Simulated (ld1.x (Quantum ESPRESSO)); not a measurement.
**Ne: one change to a PAW potential, before and after**

```
Element                 : Ne
Generator               : ld1.x (Quantum ESPRESSO) 7.5
Type                    : PAW
Functional              : PBEsol
Relativity              : scalar-relativistic
Frozen core             : [He]
Valence charge          : 8
Reference configuration : 2s2 2p6
Partial waves           : 2s (bound): rcut 0.70, rcutus 0.80 bohr; 2s channel at -2.35 Ry: rcut 0.70, rcutus 0.80 bohr; 2p (bound): rcut 0.90, rcutus 1.05 bohr; 2p channel at 0.05 Ry: rcut 0.90, rcutus 1.05 bohr
Local potential         : all-electron potential smoothed inside 0.90 bohr (lloc = -1)
Core correction         : Bessel-smoothed model core inside 0.55 bohr
Augmentation charge     : GAUSS, radius 0.80 bohr
```

Change: wave 2p channel at 0.05 Ry: rcut 0.90, rcutus 1.05 bohr becomes 2p channel at -0.79 Ry: rcut 0.90, rcutus 1.05 bohr.

Cutoffs: the cutoffs (Ry, on a coarse ladder) from which the occupation-weighted sum of valence levels, in a spherical-Bessel basis at the reference potential, stays within 10 and 1 mRy of its value at 400 Ry; they do not see the model core or the augmentation charge, which bear on the density cutoff. Errors are all-electron minus pseudo energies relative to the spin-unpolarised reference configuration.

**Question.** How do hardness, ghosts and transferability respond?

**Answer.** The potential gets neither clearly harder nor softer (70 Ry and 120 Ry → 70 Ry and 120 Ry); of the 6 tests that both files solve, the error grows in 4 and shrinks in 1 by more than 15 % and 0.3 meV (median size 4.5 → 10.4 meV); neither file shows a bound ghost.

| quantity | base | changed |
| --- | --- | --- |
| cutoff, loose | 70 Ry | 70 Ry |
| cutoff, tight | 120 Ry | 120 Ry |
| bound ghosts | none | none |
| error for 2s2 2p5, meV [ΔE 22.40 eV] | -1.8 | -2.4 |
| error for 2s2 2p4, meV [ΔE 65.56 eV] | -6.6 | -18 |
| error for 2s2 2p3, meV [ΔE 132.85 eV] | -17 | -67 |
| error for 2s2 2p2, meV [ΔE 227.28 eV] | -24 | -139 |
| error for 2s1 2p6, meV [ΔE 45.67 eV] | -2.4 | -1.8 |
| error for 2s2 2p5.5, meV [ΔE 8.83 eV] | -0.8 | -0.7 |
| s: phases at 1.15 bohr within 0.05 rad from the reference energy up to (Ry; the scan ends near 5) | to the end of the scan | to the end of the scan |
| p: phases at 1.15 bohr within 0.05 rad from the reference energy up to (Ry; the scan ends near 5) | to the end of the scan | to the end of the scan |
| lowest overlap eigenvalue by channel | s 0.57, p 0.91 | s 0.57, p 0.93 |
